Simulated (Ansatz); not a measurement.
Ga(Cl)2(OMe) (CH₃Cl₂GaO), SMILES C[O][Ga]([Cl])[Cl].

The structure is a stationary point at PBE-D3(BJ)/def2-SVP. The structure was generated by enumeration; whether it is a known compound was not checked. The values are those of a single conformer.

Two levels are set side by side: PBE/def2-SVPD (Ansatz, a first-principles code) and CAM-B3LYP/def2-SVPD (Ansatz). Energy differences of separate SCF runs at the same geometry. Differences are taken from unrounded values.

```csv
quantity,PBE
vertical singlet–triplet gap (eV),4.64
```

**Question.** These are the PBE values. What does CAM-B3LYP give? (An estimate is asked for; the answer gives what the named calculation found.)

**Answer.** 
```
quantity                           CAM-B3LYP  PBE minus CAM-B3LYP
---------------------------------  ---------  -------------------
vertical singlet–triplet gap (eV)       5.35                -0.71
```
